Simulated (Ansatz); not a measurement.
The cluster CuH2⁺, relaxed as a singlet with RKS PBE-D4/def2-TZVP in Ansatz, starting from the PBE-D4/def2-TZVP geometry of the neutral doublet. Force threshold 0.02 eV/Å.

In the charge 1 singlet, H2 and H3 lie 0.81 Å apart (atoms count from 1), so H2 has formed as a molecule. The structure comes from a short search, and lower isomers may exist.

Start:

```xyz
3

Cu   -0.1314    0.2913   -0.3526
H     0.1829    0.9115    1.0082
H    -0.0514   -1.2029   -0.6555
```

Task: Estimate the energy that the relaxation releases and the steps that it takes.

Result: 2.98 eV, in 11 steps; 2.1 s on 4 threads of Intel Xeon 6975P-C on a shared host. No frequencies were taken in this run, so the end may be a saddle point.

Task: Does the start keep its bonding and symmetry?

Result: By distances, no bond broke or formed. The bond that changes most is Cu1–H3, from 1.53 to 1.70 Å (atoms count from 1). A close non-bonded pair moves further: H2–H3, from 2.70 to 0.81 Å. Point group C2v at the start, C2v at the end, both within 0.05 Å.

Task: Predict the relaxed structure.

Result: 
```xyz
3

Cu   -0.304    0.675   -0.815
H     0.187   -0.019    0.658
H     0.117   -0.656    0.157
```
Bond lengths: 2 × Cu–H 1.70 Å.
